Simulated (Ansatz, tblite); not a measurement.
Ligand exchange: CH2BrI + GeH3Br → CH3I + GeH2Br2

Species: CH2BrI (bromoiodomethane) `BrCI`, singlet; GeH3Br `[GeH3][Br]`, singlet; CH3I (methyl iodide) `CI`, singlet; GeH2Br2 `[Br][GeH2][Br]`, singlet. The partners trade Br for H: C–Br and Ge–H bonds give way to C–H and Ge–Br.

Shapes, held fixed at every level: PBE0-D4/def2-TZVP. Programs: Ansatz 0.2.0, tblite 0.8.0. The zero-point and thermal change to 298 K, harmonic and unscaled (PBE0-D4/def2-TZVP), is +7.7 kJ/mol.

```tsv
level	kind	ΔH(298 K) (kJ/mol)	less CCSD(T)/def2-TZVPP	CPU time (sum over the molecules)
GFN2-xTB	semi-empirical	-164.3	-22.9	1 s
r2SCAN-D4/def2-TZVPP	meta-GGA	-146.4	-5.0	27 s
B3LYP-D4/def2-TZVPP	global hybrid	-143.6	-2.2	26 s
BHLYP-D4/def2-TZVPP	global hybrid	-151.4	-10.0	20 s
wB97M-V/def2-TZVPP	range-separated hybrid	-144.8	-3.4	64 s
B2PLYP/def2-TZVPP	double hybrid	-144.2	-2.8	30 s
MP2/def2-SVP	perturbation theory	-148.2	-6.8	–
MP2/def2-TZVPP	perturbation theory	-143.1	-1.7	–
CCSD(T)/def2-TZVPP	coupled cluster or CI	-141.4	0.0	2.8 min
```

The highest level, CCSD(T)/def2-TZVPP, gives ΔH(298 K) = -141.4 kJ/mol; the levels span -164.3 to -141.4. The column of differences is taken from that level and isn't an error. No measured value is set beside it here. For atoms past krypton def2 sets carry core potentials with scalar relativity. Relativity is left out for Br, Ge. Outer-core shells of Br, Ge, I are correlated, in sets that cover them unevenly. Times are processor times on shared x86 and Arm servers, and rough.
